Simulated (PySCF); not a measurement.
# `F[C@@H]1S[C@@H]2C[C@H]1C2(F)F`, C$_{5}$H$_{5}$F$_{3}$S

Geometry:
```json
{"atom": "F1", "x (Å)": "2.424", "y (Å)": "-0.400", "z (Å)": "0.616"}
{"atom": "C2", "x (Å)": "1.366", "y (Å)": "0.446", "z (Å)": "0.485"}
{"atom": "S3", "x (Å)": "0.204", "y (Å)": "0.284", "z (Å)": "1.913"}
{"atom": "C4", "x (Å)": "-1.040", "y (Å)": "-0.238", "z (Å)": "0.686"}
{"atom": "C5", "x (Å)": "-0.265", "y (Å)": "-1.213", "z (Å)": "-0.213"}
{"atom": "C6", "x (Å)": "0.484", "y (Å)": "0.049", "z (Å)": "-0.691"}
{"atom": "C7", "x (Å)": "-0.832", "y (Å)": "0.793", "z (Å)": "-0.430"}
{"atom": "F8", "x (Å)": "-1.725", "y (Å)": "0.686", "z (Å)": "-1.442"}
{"atom": "F9", "x (Å)": "-0.784", "y (Å)": "2.108", "z (Å)": "-0.130"}
{"atom": "H10", "x (Å)": "1.763", "y (Å)": "1.464", "z (Å)": "0.438"}
{"atom": "H11", "x (Å)": "-2.013", "y (Å)": "-0.448", "z (Å)": "1.112"}
{"atom": "H12", "x (Å)": "-0.884", "y (Å)": "-1.654", "z (Å)": "-0.990"}
{"atom": "H13", "x (Å)": "0.334", "y (Å)": "-1.970", "z (Å)": "0.286"}
{"atom": "H14", "x (Å)": "0.967", "y (Å)": "0.093", "z (Å)": "-1.662"}
```

Computed with PySCF 2.14.0, TDDFT B3LYP/def2-SVPD circular dichroism and optical rotation, one conformer, gas phase. Geometry: GFN2-xTB.

States above about 6.9 eV lie in this functional's continuum (it starts at minus the energy of the highest occupied orbital, well below the true ionisation energy for most functionals) and depend on the basis.

(1) Draw the ECD and absorption spectra from the lowest 8 states, each a Gaussian of half-width 0.2 eV at 1/e height.

Answers

(1) 
```csv
E (eV),λ (nm),Δε (L mol⁻¹ cm⁻¹),ε (L mol⁻¹ cm⁻¹)
4.51,275,-0.01,0.0672
4.61,269,-0.05,0.638
4.71,263,-0.32,3.67
4.81,258,-1.10,12.8
4.91,252,-2.33,27.1
5.01,247,-2.99,34.8
5.11,243,-2.33,27.1
5.21,238,-1.10,12.8
5.31,233,-0.32,3.67
5.41,229,-0.05,0.638
5.51,225,-0.01,0.0677
5.61,221,0.00,0
5.71,217,0.00,0.393
5.81,213,+0.04,5.53
5.91,210,+0.36,47.2
6.01,206,+1.88,245
6.11,203,+5.94,771
6.21,200,+11.54,1490
6.31,196,+14.55,1860
6.41,193,+14.32,1760
6.51,190,+14.57,1680
6.61,188,+14.66,1620
6.71,185,+11.74,1250
6.81,182,+7.90,823
6.91,179,+5.22,709
7.01,177,+2.52,929
7.11,174,-0.91,1320
7.21,172,-5.04,1650
7.31,170,-10.81,1980
7.41,167,-18.57,2630
```
Δε uses R in velocity form, ε uses f in length form. Only the states computed contribute, so the short-wavelength end is incomplete.
